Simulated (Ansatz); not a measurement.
Basis-set extrapolation for BClH6O2Si2 (`[SiH3]OB(Cl)O[SiH3]`) (PBE0-D4/def2-TZVP geometry, frozen core, Ansatz 0.2.0). Multiplicity 1, RHF reference.

```json
{"": "HF", "def2-TZVPP": "-1215.626661", "def2-QZVPP": "-1215.666838"}
{"": "MP2 correlation", "def2-TZVPP": "-0.995091", "def2-QZVPP": "-1.077913"}
{"": "CCSD(T) correlation", "def2-TZVPP": "-1.092546", "def2-QZVPP": "not run"}
```

Energies in hartree. Use E(X) = E(∞) + A·exp(−7.88·√X) for Hartree–Fock and E(X) = E(∞) + B·X^(−2.97) for correlation, with X = 3 and 4, and add CCSD(T) minus MP2 of the smaller set to the MP2 limit.

What is the CCSD(T) energy at the basis-set limit?

HF limit: -1215.666838 + (-0.040177) × 0.13774 = -1215.67237. MP2 limit: -1.077913 + (-0.082822) × 0.74074 = -1.13926. Higher-order term: -1.092546 − (-0.995091) = -0.09746. Total: -1216.90909 hartree, 498.5 kJ/mol below CCSD(T)/def2-TZVPP.
